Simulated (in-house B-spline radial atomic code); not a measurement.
## Al⁴⁺: [He] 2s2 2p5

All numbers are computed (non-relativistic wB97X, spin-polarised, spherical fractional occupations, exact exchange averaged over the configuration; point nucleus) with a B-spline radial code for spherical atoms, not measured.

Effective charges: Z_r = [3n² - l(l+1)]/(2<r>) from the radius, Z_e = n√(-2ε) from the energy, and Slater's rules. Values are occupation-weighted means over spin.

| shell | electrons | ε (eV) | <r> (bohr) | Z_r | Z_e | Slater |
| --- | --- | --- | --- | --- | --- | --- |
| 1s | 2 | -1604.6 | 0.1204 | 12.46 | 10.86 | 12.70 |
| 2s | 2 | -183.45 | 0.6036 | 9.94 | 7.34 | 9.20 |
| 2p | 5 | -145.6 | 0.5644 | 8.86 | 6.54 | 9.20 |

The least bound orbital is 2p down at -143.6 eV, while the most diffuse is 2s down (<r> = 0.6056 bohr against 0.5676 bohr): energy order and size order differ.
